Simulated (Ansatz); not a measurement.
Ansatz (an electronic-structure program) input:
A basis named .json is the Basis Set Exchange file of that set.

Ansatz 0.2 input:
```yaml
crystal:
  periodic: [false, false, false]
  atoms:
    - {symbol: W, position_ang: [0.00000000, 0.00000000, 0.00000000]}
    - {symbol: Cl, position_ang: [0.00000000, 0.00000000, 2.22645358]}
    - {symbol: Cl, position_ang: [-0.00000000, -0.00000000, -2.22645358]}
basis:
  gaussian:
    orbitals: def2-QZVPPD.json
    fitting: {mean_field: def2-universal-jkfit, correlation: def2-QZVPPD-RIFIT.json}
total_charge: 1
magnetization: {spin_polarized: true, initial_magnetization: 3}
correlation: {method: mp2, electrons: outside_noble_gas}
```

**Question.** What final total energy does it print?

**Answer.** -985.79979 Eh (RI-MP2/def2-QZVPPD). The basis has 242 functions.

This state (charge 1, quartet) is run at the relaxed geometry of the species with charge 0 and multiplicity 3.
